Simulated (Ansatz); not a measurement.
`O[SiH2][SiH2]Br` + HBr → `Br[SiH2]Br` + silanol at 298.15 K and 1 bar (cleavage of the Si–Si bond).

Isolated molecules relaxed with PBE0-D4/def2-TZVP in Ansatz; ΔE leaves out vibrations. CBS: MP2 limit from def2 TZ/QZ plus the TZ coupled-cluster correction, frozen cores. For Br outer-core shells are correlated without core-valence functions, which leaves a few kJ/mol of doubt a bond. Scalar relativity is left out up to krypton. Each species was taken in one conformer, which may not be the lowest.

| species | CCSD(T)/CBS energy (Eh) | H − E (kJ/mol) | S (J/(mol·K)) |
| --- | --- | --- | --- |
| `O[SiH2][SiH2]Br` | -3229.74135 | 151.9 | 362.6 |
| HBr | -2573.91920 | 24.6 | 198.6 |
| `Br[SiH2]Br` | -5437.00625 | 65.4 | 310.6 |
| `O[SiH3]` | -366.69042 | 113.6 | 257.8 |

H − E and S are ideal-gas, rigid-rotor, harmonic terms from PBE0-D4/def2-TZVP, for one conformer and one mirror image of each species. 1 Eh = 2625.50 kJ/mol, R = 8.31446 J/(mol·K).

By hand: ΔE, ΔH, ΔS and ΔG.

ΔE = (-5437.00625) + (-366.69042) − (-3229.74135) − (-2573.91920) = -0.03612 Eh = -94.8 kJ/mol. Δ(H − E) = 65.4 + 113.6 − 151.9 − 24.6 = 2.5, so ΔH = -92.3 kJ/mol. ΔS = 310.6 + 257.8 − 362.6 − 198.6 = 7.2 J/(mol·K). ΔG = -92.3 − 298.15 × (7.2)/1000 = -94.4 kJ/mol.

By hand: the equilibrium constant, and the temperature at which ΔG would vanish if ΔH and ΔS stayed fixed.

log₁₀ K = −ΔG/(RT ln 10) = 16.5. ΔH and −TΔS have one sign here, so there is no such temperature.

The number of gas molecules stays the same, so ΔS is small and ΔH decides. A doubt of 5 kJ/mol in ΔE shifts log₁₀ K by 0.9 here. Other conformers and mirror images would add mixing entropy, several J/(mol·K) or more a flexible species. Modes under 60 cm⁻¹, often nearly free rotors, make the harmonic entropy too high. These are equilibria of isolated gas molecules and say nothing of rates. Largest T1 diagnostic: 0.011 (customary marks: 0.02 for closed shells, 0.045 for open ones).

ΔS is within the doubt of such terms, so its sign, and with it that verdict, could turn.
